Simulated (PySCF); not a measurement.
Al(I)(Me)(OH) (CH₄AlIO), SMILES [CH3][Al]([OH])[I].

The structure is a stationary point at B3LYP-D3(BJ)/def2-SVP. The def2 effective core potentials stand for the cores of I; spin–orbit coupling is left out. Other conformers were not sampled.

Level of theory: PBE/def2-TZVP in PySCF.

Gas-phase values at a fixed geometry.

Computed frontier levels, gap, dipole moment and polarisability:
| Quantity | Value |
|---|---|
| highest occupied level | -6.48 eV |
| lowest empty level | -1.36 eV |
| orbital gap | 5.12 eV |
| dipole moment | 0.77 D |
| quadrupole, principal values (traceless, Buckingham form, about the centre of nuclear charge) | -5.75, 1.44, 4.31 D·Å |
| mean static polarisability | 75.7 bohr³ (11.22 Å³) |
| polarisability, principal values | 58.8, 71.4, 97.0 bohr³ |
